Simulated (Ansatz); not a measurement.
Stepwise reaction of `C[O][AlH2]` with methanol, as a gas-phase model of exchange steps in deposition or etching. ΔE in kJ/mol.

Program: Ansatz. Geometries: PBE0-D4/def2-TZVP. ΔE: electronic, gas phase. CBS: MP2 limit from def2 TZ/QZ plus the TZ coupled-cluster correction, frozen cores. This one scheme is used for every species. DFT in def2-TZVPP. B3LYP here is the variant with VWN-RPA as its local correlation; programs differ in this. One conformer a species, not always the lowest.

```json
{"step": "1", "reaction": "`C[O][AlH2]` + CH₃OH → `C[O][AlH][O]C` + H₂", "PBE-D4": "-112.8", "B3LYP-D4": "-121.0", "ωB97M-V": "-116.4", "CCSD(T)/CBS": "-117.9"}
```

**Question.** Give the row of step 2, `C[O][AlH][O]C` + CH₃OH → `C[O][Al]([O]C)[O]C` + H₂. (Best estimate.)

**Answer.** Ansatz gave: 
| step | reaction | PBE-D4 | B3LYP-D4 | ωB97M-V | CCSD(T)/CBS |
| --- | --- | --- | --- | --- | --- |
| 2 | `C[O][AlH][O]C` + CH₃OH → `C[O][Al]([O]C)[O]C` + H₂ | -100.4 | -109.9 | -106.4 | -109.8 |

**Question.** By hand: ΔE of the 2 steps together at CCSD(T)/CBS.

**Answer.** (-117.9) + (-109.8) = -227.7 kJ/mol, or -113.8 kJ/mol a step.

In ΔE each step is higher than the one before. All are downhill at CCSD(T)/CBS. PBE-D4 differs from CCSD(T)/CBS by 5.1 to 9.4 kJ/mol a step. Isolated molecules leave out the surface, adducts and barriers. Largest T1 diagnostic: 0.012.
